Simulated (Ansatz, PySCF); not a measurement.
CH10O2Si3, SMILES C[Si@@H](O)[Si@H](O)[SiH3]. Atoms are numbered in the order given.

```xyz
16

C      2.2688    -0.2707     0.8666
Si     1.3465     0.4622    -0.5951
O      1.4035    -0.5095    -1.9639
Si    -0.8950     0.6860     0.0389
O     -1.0732     1.4491     1.5319
Si    -1.6760    -1.4948     0.2986
H      3.3441    -0.3857     0.6574
H      2.1510     0.3869     1.7443
H      1.8613    -1.2585     1.1377
H      1.9824     1.7501    -0.9949
H      0.8653    -1.3076    -1.9517
H     -1.7018     1.3640    -1.0270
H     -0.7849     2.3670     1.5728
H     -0.9542    -2.1645     1.4216
H     -3.1461    -1.5995     0.5260
H     -1.3384    -2.2400    -0.9586
```

Geometry: ωB97X-D3(BJ)/def2-SVP. The structure was generated by enumeration; whether it is a known compound was not checked. Other conformers were not sampled.

Two levels are set side by side: PBE-D3(BJ)/def2-SVP (Ansatz, a program for electronic structure) and ωB97X-D3(BJ)/def2-SVP (PySCF). Each level has its own optimised geometry; the coordinates shown are those of the second. Frequencies come from the Hessian of PySCF at each geometry. Differences are taken from unrounded values.

```csv
quantity,ωB97X-D3(BJ),PBE-D3(BJ),PBE-D3(BJ) minus ωB97X-D3(BJ)
mean bond length (Å),1.508,1.522,0.013
bond C1–Si2 (Å),1.877,1.888,0.011
bond Si2–O3 (Å),1.680,1.695,0.015
bond Si2–Si4 (Å),2.340,2.367,0.026
bond Si4–O5 (Å),1.686,1.701,0.015
bond Si4–Si6 (Å),2.331,2.352,0.021
bond C1–H7 (Å),1.102,1.109,0.007
bond C1–H8 (Å),1.103,1.110,0.007
bond C1–H9 (Å),1.102,1.109,0.007
bond Si2–H10 (Å),1.491,1.505,0.014
bond O3–H11 (Å),0.963,0.974,0.011
bond Si4–H12 (Å),1.499,1.515,0.016
bond O5–H13 (Å),0.963,0.974,0.011
bond Si6–H14 (Å),1.494,1.506,0.013
bond Si6–H15 (Å),1.491,1.505,0.013
bond Si6–H16 (Å),1.500,1.513,0.013
highest harmonic wavenumber (cm⁻¹),3928,3747,-181
mean harmonic wavenumber (cm⁻¹),1138,1090,-49
zero-point energy (kcal/mol),68.36,65.42,-2.93
```

Exact exchange shortens and stiffens bonds; PBE has none. Differences between two approximate levels are no errors against the true value.
